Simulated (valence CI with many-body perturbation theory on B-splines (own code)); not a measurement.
Level structure of Mo28+

Method: valence CI with perturbative core correlation (CI+MBPT): four valence electrons over a frozen Dirac-Fock core [Ne], radial functions for each j: 11 s, 11 p, 10 d, 8 f, 5 g, 2 h, with the one-electron correlation potential Σ1 (screened to all orders), the two-electron term Σ2, the three-electron term Σ3, Breit, model QED; selected single and double excitations, second order for the rest, scaled by the run's own slope (own B-spline code, finite nucleus).

The last digits are not significant, and no measured levels were compared; by estimate large intervals hold to a few tenths of a per cent, small ones and those within an open d or f shell to about a per cent. Among the levels kept, up to 710 cm⁻¹ of a level comes from second order outside the variational space, and about a tenth of that is noise between levels of different J, which matters for small intervals.

Levels 91 to 135 of 177, with energies above the lowest level, 3s²3p² ³P_0. "Leading %" is the weight of the configuration and term that name the level; weights of strongly mixed levels are sums over their largest components and can fall short, so below about 35 % the name and the second component can differ from the true leading terms, or belong to a minority configuration. Lifetimes count E1, E2, E3, M1 and M2 decay at the calculated energies, and are blank where another channel may lead or the interval is too uncertain; long ones can be off by a factor of two.

```csv
No.,Configuration,Term,J,E (cm⁻¹),Leading %,Lifetime,Second component,g
91,3s²3d²,³P,2,2357800,35,3.00 ps,16 % 3s²3d² ¹D,1.221
92,3s²3d²,³P,1,2367900,63,3.37 ps,24 % 3s3p²3d ³P,1.449
93,3s²3d²,³P,0,2369300,34,3.09 ps,29 % 3s3p²3d ³P,
94,3s²3d²,¹G,4,2376700,75,5.82 ps,17 % 3s3p²3d ¹G,1.012
95,3s²3d²,³P,2,2406300,34,3.46 ps,20 % 3s3p²3d ¹D,1.266
96,3s3p²3d,¹D,2,2414700,44,3.32 ps,24 % 3s²3d² ¹D,1.021
97,3p³3d,³F°,2,2431400,39,23.4 ps,10 % 3p³3d ¹D°,0.914
98,3p³3d,³F°,3,2462400,31,14.7 ps,25 % 3p³3d ⁵D°,1.199
99,3p³3d,³P°,0,2465300,34,16.5 ps,33 % 3p³3d ⁵D°,
100,3p³3d,⁵D°,1,2485400,47,10.6 ps,20 % 3p³3d ³P°,1.242
101,3p³3d,⁵D°,4,2511900,42,12.7 ps,30 % 3p³3d ³F°,1.301
102,3p³3d,³D°,2,2520300,38,12.4 ps,32 % 3p³3d ⁵D°,1.321
103,3s²3d²,¹S,0,2531400,70,3.10 ps,18 % 3s3p²3d ¹S,
104,3s3p3d²,⁵G°,2,2554400,37,18.1 ps,18 % 3p³3d ⁵D°,0.791
105,3p³3d,³G°,3,2557700,28,21.9 ps,24 % 3p³3d ³F°,0.966
106,3p³3d,⁵D°,0,2567400,46,13.0 ps,35 % 3p³3d ¹S°,
107,3p³3d,³G°,3,2570200,16,19.8 ps,14 % 3p³3d ³D°,1.110
108,3p³3d,³D°,1,2577600,53,14.9 ps,24 % 3p³3d ⁵D°,0.749
109,3s3p3d²,⁵G°,2,2586100,52,17.3 ps,13 % 3p³3d ³F°,0.677
110,3s3p3d²,⁵G°,3,2607000,57,18.9 ps,14 % 3p³3d ³D°,1.081
111,3p³3d,³F°,4,2608800,50,27.7 ps,15 % 3s3p3d² ³F°,1.232
112,3p³3d,⁵D°,3,2618300,38,12.1 ps,17 % 3s3p3d² ⁵G°,1.273
113,3p³3d,³D°,1,2626400,45,11.0 ps,22 % 3p³3d ³P°,0.977
114,3p³3d,³G°,4,2627100,30,18.0 ps,21 % 3s3p3d² ⁵G°,1.166
115,3s3p3d²,⁵G°,4,2653100,56,20.3 ps,15 % 3p³3d ³F°,1.185
116,3p³3d,³G°,5,2654000,58,29.3 ps,30 % 3s3p3d² ³G°,1.200
117,3p³3d,¹D°,2,2675900,31,12.1 ps,15 % 3p³3d ³F°,1.040
118,3s3p3d²,³S°,1,2680000,18,7.04 ps,15 % 3p³3d ¹P°,1.480
119,3s3p3d²,⁵D°,0,2684200,72,9.72 ps,11 % 3s3p3d² ³P°,
120,3p³3d,¹G°,4,2685600,69,12.3 ps,15 % 3p³3d ⁵D°,1.087
121,3s3p3d²,⁵D°,2,2692500,32,7.61 ps,26 % 3s3p3d² ⁵F°,1.254
122,3s3p3d²,⁵D°,1,2696400,51,8.58 ps,16 % 3s3p3d² ⁵F°,1.231
123,3s3p3d²,⁵G°,5,2702500,70,21.0 ps,13 % 3s3p3d² ⁵F°,1.270
124,3s3p3d²,⁵D°,3,2705100,30,8.98 ps,19 % 3s3p3d² ⁵F°,1.324
125,3p³3d,³P°,2,2708500,32,6.99 ps,18 % 3s3p3d² ³P°,1.401
126,3s3p3d²,⁵F°,1,2710300,39,6.25 ps,22 % 3s3p3d² ⁵D°,0.975
127,3p³3d,¹P°,1,2717300,18,7.77 ps,16 % 3s3p3d² ⁵P°,1.287
128,3p³3d,³P°,0,2718000,46,11.5 ps,22 % 3s3p3d² ⁵D°,
129,3s3p3d²,⁵F°,2,2737100,38,5.74 ps,19 % 3s3p3d² ⁵D°,1.298
130,3s3p3d²,⁵D°,4,2748800,53,7.44 ps,28 % 3s3p3d² ⁵F°,1.409
131,3p³3d,³P°,1,2749600,32,6.24 ps,20 % 3p³3d ³D°,1.101
132,3s3p3d²,⁵F°,3,2757400,26,6.57 ps,10 % 3s3p3d² ⁵D°,1.240
133,3s3p3d²,³F°,2,2759700,26,11.1 ps,23 % 3p³3d ³F°,0.896
134,3p³3d,³D°,2,2764700,32,9.63 ps,9 % 3s3p3d² ³F°,1.123
135,3p³3d,³F°,3,2766300,20,8.42 ps,13 % 3s3p3d² ³G°,1.105
```

Names give the largest LS component (configuration and term), which can be under half, so a name can repeat, a term be missing and a line seem to break the LS rules; names also repeat where a configuration has a term twice.

Where two levels of one J and parity lie close, their mixing, g and order are uncertain.
